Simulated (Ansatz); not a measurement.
A CCSD(T) single point on C2H6BBrS, SMILES `CSB(C)Br`.

```yaml
crystal:
  periodic: [false, false, false]
  atoms:
    - {symbol: C, position_ang: [-1.440115, 1.130080, 1.253144]}
    - {symbol: S, position_ang: [0.049318, 0.113335, 1.205597]}
    - {symbol: B, position_ang: [0.337071, -0.290146, -0.496953]}
    - {symbol: C, position_ang: [1.563800, -1.171498, -0.880710]}
    - {symbol: Br, position_ang: [-0.841241, 0.340416, -1.892714]}
    - {symbol: H, position_ang: [-1.616209, 1.380125, 2.298748]}
    - {symbol: H, position_ang: [-2.291707, 0.577852, 0.860018]}
    - {symbol: H, position_ang: [-1.297738, 2.042548, 0.677106]}
    - {symbol: H, position_ang: [1.229639, -2.075019, -1.400372]}
    - {symbol: H, position_ang: [2.208052, -0.634774, -1.584118]}
    - {symbol: H, position_ang: [2.164529, -1.470021, -0.019246]}
basis:
  gaussian: {orbitals: def2-TZVPP}
correlation: {method: ccsd_t}
```

```sh
$ ansatz run in.yaml --threads 4 --pin off --events-out ev --progress --plain --max-ram 10444MiB
```

Output of Ansatz, abridged:

```
Functional definition: HF
1597 factors; integrals over basis functions are off by at most 9.3e-4 eV
mean field evaluation 1: about -83644.5343 eV, gradient 3.1e1 eV
mean field evaluation 2: about -83644.7699 eV, gradient 3.1e1 eV
mean field evaluation 4: about -83647.4708 eV, gradient 3.1e0 eV
mean field evaluation 8: about -83647.5147 eV, gradient 2.0e-1 eV
mean field -83647.51495814 eV, -3073.9894763897 hartree, gradient 1.8e-6 eV, S^2 0.000000; 0 other end points of the search recorded, 0 dependent functions left out
17 core orbitals not correlated: weight in the atoms' cores, before any rotation towards them, 1.000 or more for the frozen orbitals, at most 0.000 for the correlated occupied ones
reference -83647.51495814 eV, -3073.9894763897 hartree; 20, 20 occupied and 230, 230 virtual orbitals, 1597 factors
second order -24.68691671 eV of doubles, -0.00000000 eV of singles
cycle   1  -25.27653909 eV  change   -5.9e-1 eV  update   1.0e-1
cycle   2  -25.86774522 eV  change   -5.9e-1 eV  update   2.9e-2
cycle   3  -25.97569147 eV  change   -1.1e-1 eV  update   1.6e-2
cycle   4  -25.96267766 eV  change    1.3e-2 eV  update   4.6e-3
cycle   5  -25.96222193 eV  change    4.6e-4 eV  update   2.3e-3
cycle   6  -25.96226247 eV  change   -4.1e-5 eV  update   7.2e-4
cycle   7  -25.96198977 eV  change    2.7e-4 eV  update   2.5e-4
cycle   8  -25.96207485 eV  change   -8.5e-5 eV  update   8.0e-5
cycle   9  -25.96210024 eV  change   -2.5e-5 eV  update   3.1e-5
perturbative correction -1.09136668 eV, -0.0401069857 hartree
Total energy: -83674.56842506 eV, -3074.9836729614 hartree
```

It took 4 min on 4 threads of an Arm Neoverse V2 on a shared host, with 6.8 GiB of host memory at the peak.

The correlation energy is -27.053 eV, 4.0 % of it from (T); the T1 diagnostic reads 0.0109.
